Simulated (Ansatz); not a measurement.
`C=C[CH2][Al]([Cl])[Cl]` + `C=N` → `C=CN=C` + `[CH3][Al]([Cl])[Cl]`  (substitution at a C–C bond)

Program: Ansatz. Geometries: PBE0-D4/def2-TZVP. ΔE: electronic, gas phase. CBS: MP2 limit from def2 TZ/QZ plus the TZ coupled-cluster correction, frozen cores. This one scheme is used for every species. Functionals use def2-TZVPP. B3LYP here is the variant with VWN-RPA as its local correlation; programs differ in this. HSE06 is defined as in plane-wave codes. One conformer a species, not always the lowest.

CCSD(T)/CBS gives -2.3 kcal/mol.

Problem. Another level gave -2.6 kcal/mol. Which?
A. r2SCANh-D4/def2-TZVPP
B. HSE06/def2-TZVPP
C. B3LYP/def2-TZVPP
D. B2PLYP/def2-TZVPP

Solution. A. r2SCANh-D4 -2.6, HSE06 -3.6, B2PLYP -4.8, B3LYP -6.9 kcal/mol.

Largest T1 diagnostic among the species: 0.012.

At CCSD(T), def2-SVP lies −1.5 kcal/mol from the extrapolated value and def2-TZVPP +0.1 kcal/mol. From PBE to PBE0 (25 % exact exchange), in def2-TZVPP and without D4, ΔE moves by +1.1 kcal/mol.
